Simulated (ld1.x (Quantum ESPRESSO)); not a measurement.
## Which change was made? (In, TM)

* Element: indium (In)
* Generator: ld1.x (Quantum ESPRESSO) 7.5
* Type: norm-conserving Troullier–Martins (Kleinman–Bylander form)
* Functional: PBE
* Relativity: scalar-relativistic
* Frozen core: [Kr] 4d10
* Valence charge: 3
* Reference configuration: 5s1 5p0 (charge +2)
* Partial waves: 5s (bound): rc 1.80 bohr; 5p (bound, empty): rc 1.95 bohr; 5d channel at 0.2 Ry: rc 2.00 bohr
* Local potential: the d channel
* Core correction: Bessel-smoothed model core inside 1.40 bohr

Cutoffs, loose and tight: the cutoffs (Ry, on a coarse ladder) from which the occupation-weighted sum of valence levels, in a spherical-Bessel basis at the reference potential, stays within 10 and 1 mRy of its value at 400 Ry. They do not see the model core or the augmentation charge, which bear on the density cutoff. Test errors are all-electron minus pseudo excitation energies from the reference, over the configurations 5s2 5p1; 5s2 5p0; 5s2 5p0.5; 5s1 5p2; 5s0 5p3; 5s1 5p1; 5s2 5p1.3; variants that change the core or the reference have their own tests.

The base gives: outcome: generated; cutoff, loose: 18 Ry; cutoff, tight: 40 Ry; bound ghosts: s, p; largest test error (meV): -182.

Problem. After one change the result is: outcome: generated; cutoff, loose: 8 Ry; cutoff, tight: 21 Ry; bound ghosts: s, p; largest test error (meV): -182. Which change was it?
A. wave 5s (bound): rc 1.80 bohr becomes 5s (bound): rc 1.66 bohr
B. wave 5s (bound): rc 1.80 bohr becomes 5s (bound): rc 1.30 bohr
C. wave 5s (bound): rc 1.80 bohr becomes 5s (bound): rc 2.52 bohr
D. wave 5s (bound): rc 1.80 bohr becomes 5s (bound): rc 1.48 bohr

Solution. C. The others give: wave 5s (bound): rc 1.80 bohr becomes 5s (bound): rc 1.48 bohr → outcome: generated; cutoff, loose: 35 Ry; cutoff, tight: 140 Ry; bound ghosts: s, p; largest test error (meV): -202 | wave 5s (bound): rc 1.80 bohr becomes 5s (bound): rc 1.66 bohr → outcome: generated; cutoff, loose: 25 Ry; cutoff, tight: 55 Ry; bound ghosts: s, p; largest test error (meV): -184 | wave 5s (bound): rc 1.80 bohr becomes 5s (bound): rc 1.30 bohr → outcome: generated; cutoff, loose: 140 Ry; cutoff, tight: over 300 Ry; bound ghosts: s, p; largest test error (meV): -210.
